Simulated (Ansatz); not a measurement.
Input and output for CH$_{5}$BFNO, SMILES `CNB(O)F`.

```yaml
crystal:
  periodic: [false, false, false]
  atoms:
    - {symbol: C, position_ang: [-1.283688, -0.519756, 0.337111]}
    - {symbol: N, position_ang: [0.134785, -0.247882, 0.305204]}
    - {symbol: B, position_ang: [0.775507, 0.632609, -0.582759]}
    - {symbol: O, position_ang: [2.117041, 0.888229, -0.610905]}
    - {symbol: F, position_ang: [0.040678, 1.290511, -1.487462]}
    - {symbol: H, position_ang: [-1.728535, -0.245865, 1.298968]}
    - {symbol: H, position_ang: [-1.775916, 0.065699, -0.438195]}
    - {symbol: H, position_ang: [-1.499265, -1.576217, 0.148809]}
    - {symbol: H, position_ang: [0.673948, -0.748697, 0.990223]}
    - {symbol: H, position_ang: [2.628645, 0.410168, 0.042005]}
basis:
  gaussian: {orbitals: def2-TZVP, fitting: {mean_field: cc-pVTZ-jkfit}}
hamiltonian: {xc: {name: r2SCAN}}
```

```sh
$ ansatz run in.yaml --threads 4 --pin off --events-out ev --progress --plain --max-ram 10444MiB
```

Output, abridged:

```
Functional definition: r2SCAN
545 factors; integrals over basis functions are off by at most 8.3e-1 eV
mean field evaluation 1: about -8039.9037 eV, gradient 8.3e1 eV
mean field evaluation 2: about -8025.1270 eV, gradient 1.2e2 eV
mean field evaluation 4: about -8052.1521 eV, gradient 6.1e0 eV
mean field evaluation 8: about -8052.2188 eV, gradient 1.8e-1 eV
mean field evaluation 16: about -8052.2188 eV, gradient 4.7e-5 eV
mean field -8052.21882181 eV, -295.9135837115 hartree, gradient 4.7e-5 eV, S^2 0.000000; 0 other end points of the search recorded, 0 dependent functions left out
reference -8052.21883397 eV, -295.9135841585 hartree; 20, 20 occupied and 165, 165 virtual orbitals, 545 factors
Total energy: -8052.21883397 eV, -295.9135841585 hartree
```

Run time 2.3 s (4 threads of an Arm Neoverse V1 on a shared host); peak host memory 0.42 GiB.
